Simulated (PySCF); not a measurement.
C2H6N, SMILES C(C)[NH], multiplicity 2. Atoms are numbered in the order given.

```xyz
9

C      0.2020     1.2148     0.0000
C     -0.4971    -0.1357     0.0000
N      0.4376    -1.2278     0.0000
H     -0.5225     2.0313     0.0000
H      0.8359     1.3152    -0.8821
H      0.8359     1.3152     0.8821
H     -1.1672    -0.2228     0.8720
H     -1.1672    -0.2228    -0.8720
H     -0.1080    -2.0963     0.0000
```
Charge 0, spin multiplicity 2.

Geometry: B3LYP-D3(BJ)/def2-TZVP. The isomer is the one that the SMILES or the coordinates give; other isomers of the formula were not compared. Other conformers were not sampled.

All values below come from SMD-M06-2X/def2-SVP (PySCF).

Solvation free energies are E(SMD) − E(gas) at the gas-phase geometry, for 1 M in both phases. In vacuum the dipole moment is 1.84 D.

| solvent | ΔG(solv) (kcal/mol) | its non-electrostatic (CDS) part | dipole (D) |
|---|---|---|---|
| water | -5.5 | -0.8 | 2.39 |
| acetonitrile | [?] | [?] | [?] |
| dimethylsulfoxide | -3.0 | 1.6 | 2.38 |

Q: Some entries are withheld; supply them. (An estimate is asked for; the answer gives what the named calculation found.)

A: 
- acetonitrile, ΔG(solv) (kcal/mol): -4.0
- acetonitrile, its non-electrostatic (CDS) part: 0.5
- acetonitrile, dipole (D): 2.38
